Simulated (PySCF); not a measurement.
# Electron correlation in S+ (sulfur, charge +1)

[Ne] 3s2 3p3, high-spin 4S determinant. All numbers are calculated (PySCF 2.14, no relativity, point nucleus, in dyall-av3z (19s12p3d2f, 84 functions)). Frozen: [Ne]; 5 electrons correlated; the 26 highest virtual orbitals of each spin left out.

MP2 pair energies summed by pair of shells (mhartree):

```json
{"pair": "3s-3p", "energy": "-60.53", "share (%)": "65.9"}
{"pair": "3p-3p", "energy": "-20.76", "share (%)": "22.6"}
{"pair": "3s-3s", "energy": "-10.50", "share (%)": "11.4"}
```

Total MP2 correlation energy: -91.79 mhartree.

Same-spin part -24.59 and opposite-spin part -67.19 mhartree; SCS-MP2 scales them by 1/3 and 6/5 to -88.83 mhartree.
